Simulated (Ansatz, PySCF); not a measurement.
Input for PySCF:
```python
from pyscf import gto, scf, cc

mol = gto.Mole()
mol.atom = '''
    C     2.235915    1.874304    0.247243
    Si    1.860514    0.101937   -0.350616
    C     2.370470   -1.203450    0.943911
    O     0.251112   -0.016417   -0.606271
    Si   -1.312239   -0.152322   -0.158675
    C    -2.336264    0.582332   -1.581180
    C    -1.692319   -1.999344    0.099553
    C    -1.594805    0.816812    1.458196
    H     1.904052    2.615982   -0.472401
    H     3.298405    2.020136    0.412787
    H     1.718788    2.069317    1.185747
    H     3.437210   -1.175621    1.140726
    H     2.116052   -2.207101    0.617929
    H     1.850302   -1.019618    1.883343
    H    -2.143777    0.060187   -2.513002
    H    -2.099781    1.629958   -1.739304
    H    -3.399512    0.511113   -1.375986
    H    -1.111397   -2.413495    0.918364
    H    -2.741263   -2.160905    0.326370
    H    -1.455511   -2.573591   -0.790973
    H    -2.634096    0.779174    1.769306
    H    -0.996029    0.414514    2.270645
    H    -1.326161    1.862748    1.340354
'''
mol.basis = 'sto-3g'
mol.charge = 0
mol.spin = 1
mol.verbose = 3
mol.build()

mf = scf.UHF(mol)
mf.kernel()

mycc = cc.CCSD(mf, frozen=16)
mycc.kernel()
et = mycc.ccsd_t()
print('E(CCSD(T)) = %.10f' % (mycc.e_tot + et))
```

### Question
Give the equivalent Ansatz (a program for electronic structure) input.

### Answer
Several could match; the one computed here: 
Ansatz 0.2 input:
```yaml
crystal:
  periodic: [false, false, false]
  atoms:
    - {symbol: C, position_ang: [2.23591472, 1.87430437, 0.24724250]}
    - {symbol: Si, position_ang: [1.86051365, 0.10193727, -0.35061641]}
    - {symbol: C, position_ang: [2.37046986, -1.20345024, 0.94391061]}
    - {symbol: O, position_ang: [0.25111153, -0.01641741, -0.60627064]}
    - {symbol: Si, position_ang: [-1.31223883, -0.15232204, -0.15867484]}
    - {symbol: C, position_ang: [-2.33626438, 0.58233246, -1.58117978]}
    - {symbol: C, position_ang: [-1.69231924, -1.99934393, 0.09955328]}
    - {symbol: C, position_ang: [-1.59480466, 0.81681199, 1.45819597]}
    - {symbol: H, position_ang: [1.90405235, 2.61598159, -0.47240063]}
    - {symbol: H, position_ang: [3.29840457, 2.02013633, 0.41278727]}
    - {symbol: H, position_ang: [1.71878788, 2.06931712, 1.18574679]}
    - {symbol: H, position_ang: [3.43721050, -1.17562147, 1.14072650]}
    - {symbol: H, position_ang: [2.11605247, -2.20710082, 0.61792915]}
    - {symbol: H, position_ang: [1.85030226, -1.01961845, 1.88334339]}
    - {symbol: H, position_ang: [-2.14377675, 0.06018739, -2.51300186]}
    - {symbol: H, position_ang: [-2.09978148, 1.62995801, -1.73930358]}
    - {symbol: H, position_ang: [-3.39951162, 0.51111296, -1.37598552]}
    - {symbol: H, position_ang: [-1.11139739, -2.41349470, 0.91836361]}
    - {symbol: H, position_ang: [-2.74126322, -2.16090455, 0.32637021]}
    - {symbol: H, position_ang: [-1.45551062, -2.57359087, -0.79097342]}
    - {symbol: H, position_ang: [-2.63409598, 0.77917427, 1.76930579]}
    - {symbol: H, position_ang: [-0.99602882, 0.41451355, 2.27064515]}
    - {symbol: H, position_ang: [-1.32616142, 1.86274778, 1.34035427]}
basis:
  gaussian:
    orbitals: STO-3G
magnetization: {spin_polarized: true, initial_magnetization: 1}
correlation: {method: ccsd_t, electrons: outside_noble_gas}
accuracy: high
```

Both were run: PySCF gave -841.390791 Eh and Ansatz -841.390791 Eh, 0.000 mEh apart.
